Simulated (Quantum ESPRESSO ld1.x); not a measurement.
Values are calculated unless marked as measured or tabulated.
Neutral ruthenium, configuration [Kr] 4d7 5s1. Code: ld1.x of Quantum ESPRESSO 7.5. Model: Dirac Kohn-Sham, rPW86 exchange with PBE correlation, spin-unpolarised, spherical densities, point nucleus; open shells are shared between the two j in proportion to 2j + 1. Some entries of the table are withheld. Estimate them.

orbital,occ.,eigenvalue (eV),r(max) (bohr),<1/r> (bohr^-1)
1s1/2,2,-21936.7,0.02170,45.90
2s1/2,2,-3152.74,0.1229,10.50
2p1/2,2,-2912.35,0.09548,10.47
2p3/2,4,-2781.33,0.09946,9.923
3s1/2,2,-555.889,0.3614,3.627
3p1/2,2,-462.544,(1),3.526
3p3/2,4,-440.347,(2),3.394
3d3/2,4,-275.376,0.3001,3.214
3d5/2,6,-271.057,0.3029,3.180
4s1/2,2,-76.5481,0.9157,(3)
4p1/2,2,-48.8464,(4),1.226
4p3/2,4,-45.4841,(5),1.186
4d3/2,2.8,-5.4870,1.203,(6)
4d5/2,4.2,-5.1683,1.215,(7)
5s1/2,1,-4.4467,2.738,0.3803

Answer. 
(1) 3p1/2 r(max) (bohr): 0.3484
(2) 3p3/2 r(max) (bohr): 0.3579
(3) 4s1/2 <1/r> (bohr^-1): 1.349
(4) 4p1/2 r(max) (bohr): 0.9672
(5) 4p3/2 r(max) (bohr): 0.9914
(6) 4d3/2 <1/r> (bohr^-1): 0.8145
(7) 4d5/2 <1/r> (bohr^-1): 0.8017
